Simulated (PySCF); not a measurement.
# Unknown compound

The spectra below were simulated for a compound C7H11BO2.

1H NMR (300 MHz, computed): δ 7.70 (m, 1H), 6.64 (m, 1H), 5.34 (m, 1H), 5.33 (d, 1H), 5.30 (m, 1H), 4.06 (m, 4H), 1.69 (m, 2H).

13C{1H} NMR (computed): δ 160.2 (CH), 147.1 (CH), 132.6 (CH), 127.6 (CH2), 64.3 (CH2, 2C), 30.9 (CH2).

[PySCF 2.14.0 with density-fitted response routines: geometry: PBE0-D3(BJ)/def2-SVP; shielding tensors at B3LYP/pcSseg-1 (GIAO); relativity neglected; gas phase; equivalent nuclei averaged; one computed conformer]

δ = σ(ref) − σ, references computed at the same level: 1H (σ = 31.38 ppm), 13C (σ = 179.24 ppm) vs TMS.

**Question.** Choose the structure that fits.
A. C=C(C)/C=C\[C@H]1COBO1
B. C=C(C)/C=C/[C@@H]1COBO1
C. C#C[C@H](C)B1OCCCO1
D. C=C/C=C\B1OCCCO1
E. C[C@H]1C=CCC(B(O)O)=C1

**Answer.** D. 

6 carbon signals for 7 carbons: some carbons are equivalent by symmetry or fast rotation. Carbon types of the structure: 3 × CH, 4 × CH2, which accounts for all hydrogens. δC 160.2, 147.1, 132.6: alkene CH; as expected for a trigonal carbon in a double bond. δC 127.6: terminal =CH2 carbon; as expected for a trigonal carbon in a double bond. δC 64.3: sp3 CH2 bonded to O; the inductive effect lowers its shielding. δC 30.9: sp3 CH2 in a ring; saturated and bonded to C and H only. δH 7.70, 6.64, 5.33: hydrogen on an alkene CH; a vinylic proton, deshielded by the sp2 carbon and the C=C anisotropy.

The others: C#C[C@H](C)B1OCCCO1 would give 6 signals for carbon-bound and other non-exchanging H, not 7; C=C(C)/C=C\[C@H]1COBO1 would give 7 carbon signals, not 6; C[C@H]1C=CCC(B(O)O)=C1 would give 7 carbon signals, not 6; C=C(C)/C=C/[C@@H]1COBO1 would give 7 carbon signals, not 6.

A carbon bonded to boron is broadened by the quadrupolar boron nucleus and is often missing from a measured spectrum. Shifts are as computed. Against solution values, carbons near 30 ppm lie about +2 ppm off and those near 130 ppm about +6 ppm. Of 1313 compounds with measured shifts, 239 miss one by over three times the rms of a fit or turn the order of signals round; such compounds aren't used in these exercises. Multiplicities follow the n + 1 count of equivalent neighbours, as no J values were calculated; m marks all less simple cases, F and P coupling included.
